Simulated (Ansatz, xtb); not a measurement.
**C5H4FNS: which of two isomers lies lower**

Structure a: `C=Cc1nc(F)cs1`, a singlet. Structure b: `Fc1ccc(S)cn1`, a singlet. Both are isolated molecules in the gas phase, relaxed with PBE-D3(BJ)/def2-SVP; the shapes shown needn't be the lowest conformers.

a (Å):

```tsv
atom	x (Å)	y (Å)	z (Å)
C	-0.8779	-1.0346	1.6233
C	-0.0379	-0.5485	0.6829
C	-0.4862	0.0209	-0.5790
C	-1.7962	0.7128	-2.1983
C	-0.5993	1.0609	-2.8048
F	-2.9868	0.9139	-2.7599
N	-1.7407	0.1419	-0.9775
S	0.6936	0.6307	-1.7442
H	-0.4943	-1.4563	2.5636
H	-1.9666	-1.0155	1.4610
H	1.0527	-0.5674	0.8449
H	-0.4402	1.5285	-3.7818
```

b (Å):

```yaml
atoms:
  - { symbol: C, position_ang: [0.6891, 0.3946, 0.1691] }
  - { symbol: C, position_ang: [-0.4477, 0.0364, 0.9129] }
  - { symbol: C, position_ang: [-1.6148, -0.2520, 0.2020] }
  - { symbol: C, position_ang: [-1.6052, -0.1735, -1.2094] }
  - { symbol: C, position_ang: [-0.3928, 0.1994, -1.8294] }
  - { symbol: F, position_ang: [1.8271, 0.6780, 0.8222] }
  - { symbol: N, position_ang: [0.7260, 0.4758, -1.1471] }
  - { symbol: S, position_ang: [-3.0907, -0.5414, -2.1031] }
  - { symbol: H, position_ang: [-0.4068, -0.0112, 2.0100] }
  - { symbol: H, position_ang: [-2.5320, -0.5376, 0.7392] }
  - { symbol: H, position_ang: [-2.5642, -0.3283, -3.3411] }
  - { symbol: H, position_ang: [-0.3317, 0.2757, -2.9305] }
```

Quicker runs give these differences E(b) − E(a): GFN2-xTB −0.658 eV; HF/STO-3G −0.908 eV (at GFN2-xTB geometries); r2SCAN-D4/def2-SVP −0.760 eV (at GFN2-xTB geometries).

Task: Estimate E(b) − E(a) at the level CCSD(T)/def2-SVP + ΔMP2/def2-TZVPP.

Result: Calculated at CCSD(T)/def2-SVP + ΔMP2/def2-TZVPP: E(b) − E(a) = −0.614 eV, so structure b lies lower.

Level by level:

| level | geometry | E(b) − E(a) (eV) | departure from the last row (eV) | job, with rough time for the two |
| --- | --- | --- | --- | --- |
| GFN2-xTB | GFN2-xTB | −0.658 | −0.045 | optimisation, 0.17 s |
| HF/STO-3G | GFN2-xTB | −0.908 | −0.295 | single point, 0.42 s |
| r2SCAN-D4/def2-SVP | GFN2-xTB | −0.760 | −0.146 | single point, 4.2 s |
| PBE-D3(BJ)/def2-SVP | PBE-D3(BJ)/def2-SVP | −0.706 | −0.092 | optimisation, 17 s |
| HF/def2-SVP | PBE-D3(BJ)/def2-SVP | −1.012 | −0.398 | part of the CCSD(T) run |
| MP2/def2-SVP | PBE-D3(BJ)/def2-SVP | −0.771 | −0.157 | part of the CCSD(T) run |
| CCSD(T)/def2-SVP | PBE-D3(BJ)/def2-SVP | −0.724 | −0.110 | single point |
| CCSD(T)/def2-SVP + ΔMP2/def2-TZVPP | PBE-D3(BJ)/def2-SVP | −0.614 |  | single point, 80 s |

As drawn, b has 3 C∷C, 1 C–S, 1 S–H in place of 1 C=C, 1 C–C, 2 C∷S, 1 C–H (∷ is an aromatic bond). Structure a has a 5-membered ring (with an aromatic ring), b a 6-membered ring (with an aromatic ring).

The levels shown agree on the order. The largest departure from CCSD(T)/def2-SVP + ΔMP2/def2-TZVPP is that of HF/def2-SVP, 0.398 eV. The last row adds to CCSD(T) the change of the MP2 difference between the two basis sets, here +0.110 eV.

With thermal terms from frequencies at re-optimised GFN2-xTB minima (ideal gas, soft modes damped towards free rotors, one conformer each, 298.15 K, 1 atm): on the last row, ΔE + ΔZPE = −0.651, ΔH = −0.658, ΔG = −0.638 eV.

The correlated steps freeze 12 core orbitals. Codes used: Ansatz 0.2.0, xtb 6.7.1; the last row on 4 threads of Arm Neoverse V1 on a shared host.
